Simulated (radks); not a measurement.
Results of a calculation; reference values are marked as such.
Q: All-electron atom: Zn in [Ar] 3d10 4s2. Code: a radial shooting solver on a logarithmic mesh with Libxc functionals. Model: non-relativistic Kohn-Sham, PBE, spin-polarised, spherical densities, point nucleus. Some entries of the table are withheld. Estimate them.

orbital  occ.  eigenvalue (hartree)  <r> (bohr)
1s          2             -345.6328     0.05111
2s          2             -41.60648      0.2298
2p          6                   (1)         (2)
3s          2              -4.59464      0.6916
3p          6              -3.02710      0.7180
3d         10                   (3)      0.9051
4s          2              -0.21408       2.702

A: 
(1) 2p eigenvalue (hartree): -36.66973
(2) 2p <r> (bohr): 0.1997
(3) 3d eigenvalue (hartree): -0.38832
